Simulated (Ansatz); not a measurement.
The molecule N2+, multiplicity 2 (lowest of 2S+1 = 2, 4 at CCSD(T)/def2-TZVPP on PBE0 minima; our sources give no spin for the ground state, which may be another).

Seven points along R, fitted to fifth degree in 1/R; most abundant isotopes. Runs in def2 and cc sets follow the lowest solution found near the PBE0 minimum.

Run with Ansatz (Gaussian basis) for Hartree–Fock, density functionals and correlated methods. Values without a source in brackets are computed.

Energies at CAM-B3LYP/def2-TZVPP:

| R (Å) | E (hartree) |
|---|---|
| 1.024937 | -108.92302383 |
| 1.052489 | -108.93438653 |
| 1.077837 | -108.93978446 |
| 1.106491 | -108.94106374 |
| 1.135145 | -108.93815095 |
| 1.168208 | -108.93063959 |
| 1.206781 | -108.91756948 |

**Question.** With a reduced mass of 7.0015 u, find the minimum, the force constant and the constants.

**Answer.** A fifth-degree polynomial in 1/R puts the minimum at r_e = 1.1000 Å with force constant 2330 N/m. Then ω_e = (1/2πc)√(k/μ) = 2375 cm⁻¹ and B_e = h/(8π²cμr_e²) = 1.990 cm⁻¹; the cubic and quartic terms give α_e = 0.017 and ω_e x_e = 14 cm⁻¹.

Ansatz is a quantum-chemistry and plane-wave program.
